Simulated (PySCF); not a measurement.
Cartesian coordinates (Å):
```xyz
7

B     -1.1290    -0.1533     0.0971
C      0.3781     0.2024    -0.1084
O      0.5906     1.2682    -0.6473
O      1.3511    -0.6300     0.2924
H     -1.7149    -0.6988    -0.7784
H     -1.6820     0.2306     1.0739
H      2.2060    -0.2191     0.0707
```
Charge 0, spin multiplicity 1.

What is the computed LUMO, HOMO–LUMO gap and HOMO (PBE-D3(BJ)/def2-TZVP // B3LYP-D3(BJ)/def2-TZVP (PySCF))?


```
Property          Value
-------------  --------
LUMO           -3.05 eV
HOMO–LUMO gap   3.77 eV
HOMO           -6.82 eV
```
